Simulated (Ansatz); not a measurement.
TaSeCl3⁺. The state is a doublet with charge 1. Geometry r2SCAN-D4/def2-SVP, that of the neutral singlet; atoms count from 1.

| atom | x (Å) | y (Å) | z (Å) |
| --- | --- | --- | --- |
| Ta1 | 0.0076 | -0.0189 | -0.0282 |
| Se2 | -0.4986 | 1.2185 | 1.8229 |
| Cl3 | 2.0086 | 0.7301 | -0.8502 |
| Cl4 | -1.6707 | 0.2825 | -1.5555 |
| Cl5 | 0.1531 | -2.2122 | 0.6110 |

In the def2 sets Ta takes a core potential; there is no spin–orbit coupling.

**Question.** Estimate the Mulliken populations from the PBE0/def2-TZVP orbitals of Ansatz.

**Answer.** 
```
atom  charge (e)  spin (α − β)  d electrons
 Ta1        1.09         -0.03         2.88
 Se2        0.17          0.88            –
 Cl3       -0.10          0.01            –
 Cl4       -0.09          0.04            –
 Cl5       -0.07          0.10            –
```
Mulliken values and Mayer orders depend strongly on the basis.

**Question.** Where does the spin sit?

**Answer.** Summed by element: Ta -0.03, Se 0.88, Cl 0.15, of 1 unpaired in all. Largest on single atoms: Se2 0.88, Cl5 0.10, Cl4 0.04.

**Question.** And the Mayer bond orders between bonded heavy atoms (over 0.3)?

**Answer.** Ta1–Se2 1.65 (2.28 Å); Ta1–Cl3 1.34 (2.29 Å); Ta1–Cl4 1.35 (2.29 Å); Ta1–Cl5 1.37 (2.29 Å).
